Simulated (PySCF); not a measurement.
## Correlation energy of I(2+) (iodine, charge +2)

[Kr] 4d10 5s2 5p3, high-spin 4S determinant. All numbers are calculated (PySCF 2.14, a scalar-relativistic core potential, in aug-cc-pVDZ-PP with ECP28MDF). Frozen: 4s2 4p6 4d10; 5 electrons correlated.

MP2 pair energies summed by pair of shells (mhartree):

| pair | energy | share (%) |
| --- | --- | --- |
| 5s-5p | -31.88 | 66.7 |
| 5p-5p | -11.20 | 23.4 |
| 5s-5s | -4.68 | 9.8 |

Total MP2 correlation energy: -47.76 mhartree.

Same-spin part -12.53 and opposite-spin part -35.23 mhartree; SCS-MP2 scales them by 1/3 and 6/5 to -46.45 mhartree.

```
  level  correlation energy (mhartree)
   CCSD                         -60.18
    (T)                          -0.55
CCSD(T)                         -60.73
```

Diagnostics: T1 = 0.0019, D1 = 0.0029, largest double amplitude 0.049.

Cost of the coupled-cluster step: 0.11 s of wall time on 1 thread of Intel(R) Xeon(R) 6975P-C (shared host), for 5 correlated electrons.

Iterations:

```
CC2 = 0
CCSD nocc = (np.int64(4), np.int64(1)), nmo = (23, 23)
frozen orbitals [[0, 1, 2, 3, 4, 5, 6, 7, 8], [0, 1, 2, 3, 4, 5, 6, 7, 8]]
max_cycle = 100
direct = 0
conv_tol = 1e-08
conv_tol_normt = 1e-06
diis_space = 8
diis_start_cycle = 0
Init t2, MP2 energy = -0.0477572788385251
Init E_corr(UCCSD) = -0.0477572788450563
cycle = 1  E_corr(UCCSD) = -0.0574556301655173  dE = -0.00969835132  norm(t1,t2) = 0.0343899
cycle = 2  E_corr(UCCSD) = -0.0594997892797295  dE = -0.00204415911  norm(t1,t2) = 0.0090376
cycle = 3  E_corr(UCCSD) = -0.0601965155098775  dE = -0.00069672623  norm(t1,t2) = 0.00291495
cycle = 4  E_corr(UCCSD) = -0.0601830984359265  dE = 1.3417074e-05  norm(t1,t2) = 0.000340013
cycle = 5  E_corr(UCCSD) = -0.0601835025930719  dE = -4.04157145e-07  norm(t1,t2) = 2.88478e-05
cycle = 6  E_corr(UCCSD) = -0.0601832750058305  dE = 2.27587241e-07  norm(t1,t2) = 4.05187e-06
cycle = 7  E_corr(UCCSD) = -0.0601833877493989  dE = -1.12743568e-07  norm(t1,t2) = 7.41597e-07
cycle = 8  E_corr(UCCSD) = -0.0601833635885177  dE = 2.41608812e-08  norm(t1,t2) = 1.29596e-07
cycle = 9  E_corr(UCCSD) = -0.0601833490621213  dE = 1.45263964e-08  norm(t1,t2) = 4.37044e-08
cycle = 10  E_corr(UCCSD) = -0.060183353844583  dE = -4.78246175e-09  norm(t1,t2) = 1.71279e-08
UCCSD converged
E(UCCSD) = -293.7145792484826  E_corr = -0.06018335384458302
UCCSD(T) correction = -0.000553259855282878
```
